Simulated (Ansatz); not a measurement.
`[OH][Hf]([F])([Cl])[Br]`, charge 0, multiplicity 1.

(1) Give a relaxed structure at PBE0-D4/def2-TZVP (Ansatz 0.2.0). (Estimate.)

Results:

(1) Ansatz gave: 
Cartesian coordinates in Å:
```
O 1.4371 -0.3283 0.0256
Hf -0.3792 0.1766 -0.0156
F -0.5035 1.9476 -0.6720
Cl -1.2657 0.1104 2.1512
Br -1.6509 -1.3526 -1.5338
H 2.3622 -0.5537 0.0445
```
